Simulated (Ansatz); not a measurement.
`C#C[SiH2][GaH2]` + NH₃ → `N[SiH2][GaH2]` + `C#C` at 298.15 K and 1 bar (ligand exchange at the Si–C bond).

Computed with Ansatz on PBE0-D4/def2-TZVP structures; ΔE is electronic, products minus reactants. CBS: MP2 limit from def2 TZ/QZ plus the TZ coupled-cluster correction, frozen cores. This one scheme is used for every species. For Ga outer-core shells are correlated without core-valence functions, which leaves a few kJ/mol of doubt a bond. Scalar relativity is left out up to krypton. Each species was taken in one conformer, which may not be the lowest.

| species | CCSD(T)/CBS energy (Eh) | H − E (kJ/mol) | S (J/(mol·K)) |
| --- | --- | --- | --- |
| `C#C[SiH2][GaH2]` | -2292.05082 | 150.3 | 359.3 |
| NH₃ | -56.50880 | 100.5 | 192.4 |
| `N[SiH2][GaH2]` | -2271.33200 | 167.1 | 338.0 |
| `C#C` | -77.22717 | 80.8 | 200.2 |

H − E and S are ideal-gas, rigid-rotor, harmonic terms from PBE0-D4/def2-TZVP, for one conformer and one mirror image of each species. 1 Eh = 2625.50 kJ/mol, R = 8.31446 J/(mol·K).

**Question.** By hand: ΔE, ΔH, ΔS and ΔG.

**Answer.** ΔE = (-2271.33200) + (-77.22717) − (-2292.05082) − (-56.50880) = 0.00045 Eh = 1.2 kJ/mol. Δ(H − E) = 167.1 + 80.8 − 150.3 − 100.5 = -2.9, so ΔH = -1.7 kJ/mol. ΔS = 338.0 + 200.2 − 359.3 − 192.4 = -13.5 J/(mol·K). ΔG = -1.7 − 298.15 × (-13.5)/1000 = 2.3 kJ/mol.

**Question.** By hand: the equilibrium constant, and the temperature at which ΔG would vanish if ΔH and ΔS stayed fixed.

**Answer.** log₁₀ K = −ΔG/(RT ln 10) = -0.4. ΔG = 0 at ΔH/ΔS = 126 K, though so small a ΔH makes that figure unsure.

TΔS isn't small against ΔH here. The sign of ΔG lies within the doubt. A doubt of 5 kJ/mol in ΔE shifts log₁₀ K by 0.9 here. Other conformers and mirror images would add mixing entropy, several J/(mol·K) or more a flexible species. Modes under 60 cm⁻¹, often nearly free rotors, make the harmonic entropy too high. These are equilibria of isolated gas molecules and say nothing of rates. Largest T1 diagnostic: 0.014 (customary marks: 0.02 for closed shells, 0.045 for open ones).
